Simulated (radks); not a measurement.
Task: Species: In. Configuration: [Kr] 4d10 5p3 (not the ground configuration). Method: Dirac Kohn-Sham, LDA (Slater exchange, Perdew-Wang correlation), spin-unpolarised, spherical densities, point nucleus; open shells fill j = l - 1/2 first; computed with a radial shooting solver on a logarithmic mesh with Libxc functionals. Some entries of the table are withheld. Estimate them.

| orbital | occ. | eigenvalue (hartree) | <r> (bohr) | <1/r> (bohr^-1) |
|---|---|---|---|---|
| 1s1/2 | 2 | -1018.196 | 0.02974 | 51.81 |
| 2s1/2 | 2 | -152.5339 | 0.1282 | 11.99 |
| 2p1/2 | 2 | -142.3336 | 0.1085 | 11.98 |
| 2p3/2 | 4 | -134.5953 | 0.1138 | 11.19 |
| 3s1/2 | 2 | -29.01394 | 0.3489 | 4.220 |
| 3p1/2 | 2 | -24.89192 | 0.3398 | 4.132 |
| 3p3/2 | 4 | -23.49436 | 0.3510 | 3.938 |
| 3d3/2 | 4 | -16.17532 | 0.3225 | 3.783 |
| 3d5/2 | 6 | -15.88867 | 0.3261 | 3.733 |
| 4s1/2 | 2 | -4.49561 | (1) | 1.648 |
| 4p1/2 | 2 | -3.14579 | 0.9003 | 1.529 |
| 4p3/2 | 4 | -2.89836 | 0.9311 | 1.465 |
| 4d3/2 | 4 | (2) | 1.165 | (3) |
| 4d5/2 | 6 | (4) | 1.182 | (5) |
| 5p1/2 | 2 | (6) | 3.274 | 0.3921 |
| 5p3/2 | 1 | (7) | 3.424 | 0.3736 |

Result: 
(1) 4s1/2 <r> (bohr): 0.8475
(2) 4d3/2 eigenvalue (hartree): -0.81071
(3) 4d3/2 <1/r> (bohr^-1): 1.154
(4) 4d5/2 eigenvalue (hartree): -0.77854
(5) 4d5/2 <1/r> (bohr^-1): 1.137
(6) 5p1/2 eigenvalue (hartree): -0.15280
(7) 5p3/2 eigenvalue (hartree): -0.13832
